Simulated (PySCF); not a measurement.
A side-by-side comparison of computed properties.

First species: C2H14ClNSi4.
SMILES: `[SiH2](C[Si@H](N([SiH3])[SiH3])Cl)C`

Second species: C3H13O2PSi3.
InChI=1S/C3H13O2PSi3/c1-3(4)9(5-7)8(2)6/h8-9H,6H2,1-2,7H3/t8-,9+/m1/s1

Levels: PBE0/pcSseg-1 for dipole moment, HOMO energy, LUMO energy and HOMO–LUMO gap; GFN2-xTB for rotational constant A and rotational constant C. Geometries: GFN2-xTB. Each structure is a single optimised conformer of the isolated species, non-relativistic unless stated. Electronic properties by PySCF.

The conformers computed, where there is a choice (atom-mapped SMILES and torsion angles):
- `[CH3:1][SiH2:2][CH2:3][Si@@H:4]([Cl:5])[N:6]([SiH3:7])[SiH3:8]`: C1–Si2–C3–Si4 -178°, Si2–C3–Si4–Cl5 65°, C3–Si4–N6–Si7 -159°
- `[CH3:1][C:2](=[O:3])[Si@@H:4]([O:5][SiH3:6])[Si@H:7]([CH3:8])[PH2:9]`: C1–C2–Si4–O5 -3°, C2–Si4–O5–Si6 167°, C2–Si4–Si7–C8 -164°, H–P9–Si7–Si4 51°, H–P9–Si7–Si4 -42°

Problem. Which of the two has the higher dipole moment, and by how much?

Solution. The second: 3.65 D against 2.03 D, a difference of 1.62 D.

Problem. Which has the higher HOMO energy?

Solution. The second: -6.60 eV against -7.58 eV, a difference of 0.98 eV.

Problem. Which has the higher rotational constant A?

Solution. The first: 1.288 GHz against 0.897 GHz, a difference of 0.391 GHz.

Problem. Which of the two has the higher rotational constant C, and by how much?

Solution. The second: 0.378 GHz against 0.363 GHz, a difference of 0.015 GHz.

Problem. Which has the higher LUMO energy?

Solution. The first: 0.03 eV against -1.08 eV, a difference of 1.11 eV.

Problem. Which of the two has the higher HOMO–LUMO gap, and by how much?

Solution. The first: 7.61 eV against 5.52 eV, a difference of 2.09 eV.

On the first: The dipole matches unit charges of opposite sign 0.42 Å apart (1 e·Å = 4.8032 D). A dipole of 2.03 D is allowed in C1, and pure rotational transitions are dipole-allowed.

On the second: The dipole matches unit charges of opposite sign 0.76 Å apart (1 e·Å = 4.8032 D).
